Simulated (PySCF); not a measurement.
V⁺ (vanadium, charge +1) across methods

[Ar] 3d3 4s1, high-spin 5F determinant (an excited configuration). Calculation: PySCF 2.14, in def2-TZVPPD (6s6p4d2f1g, 67 functions); no relativity, point nucleus.

| method | E (hartree) | mean ε 3p β (eV) | mean ε 3d α (eV) | mean ε 4s α (eV) | Σ⟨r²⟩ (bohr²) | ⟨S²⟩ |
| --- | --- | --- | --- | --- | --- | --- |
| LDA | -941.453 | -49.695 | -14.150 | -11.649 | 27.82 | 6.000 |
| UHF | -942.66550 | -58.783 | -21.518 | -13.602 | 28.14 | 6.002 |
| TPSS | -943.661 | -49.844 | -14.165 | -11.330 | 27.91 | 6.001 |
| r2SCAN | -943.609 | -50.319 | -14.593 | -11.618 | 27.73 | 6.001 |
| r2SCANh | -943.605 | -51.273 | -15.332 | -11.861 | 27.71 | 6.001 |
| PBE0 | -943.432 | -52.211 | -16.065 | -12.050 | 27.84 | 6.001 |
| PBE | -943.390 | -49.581 | -14.092 | -11.417 | 27.94 | 6.000 |
| r2SCAN0 | -943.599 | -52.707 | -16.456 | -12.224 | 27.69 | 6.001 |

(1) Estimate the same row for HSE06.

Results:

(1) E (hartree) = -943.453; mean ε 3p β (eV) = -51.820; mean ε 3d α (eV) = -15.640; mean ε 4s α (eV) = -11.734; Σ⟨r²⟩ (bohr²) = 27.83; ⟨S²⟩ = 6.001.
